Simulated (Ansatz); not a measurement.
C₂H₇AlZn (`[CH3][Zn][CH2][AlH2]`). The species carries charge 0 and has multiplicity 1.

```xyz
11

C    -0.906   -0.689    2.279
Zn    0.087   -0.385    0.639
C     1.098   -0.091   -1.000
Al    0.187    1.068   -2.231
H    -0.354   -0.318    3.145
H    -1.093   -1.755    2.431
H    -1.872   -0.179    2.252
H     1.262   -1.093   -1.414
H     2.058    0.324   -0.669
H    -0.845    0.472   -3.287
H     0.377    2.646   -2.146
```

Problem. List the harmonic frequencies (cm⁻¹, unscaled) at PBE0-D4/def2-TZVP in Ansatz. (An estimate is asked.)

Solution. Computed: 9i, 78, 109, 151, 157, 387, 464, 572, 613, 619, 671, 688, 698, 780, 837, 856, 1200, 1350, 1447, 1447, 1899, 1900, 3039, 3045, 3108, 3129, 3130.
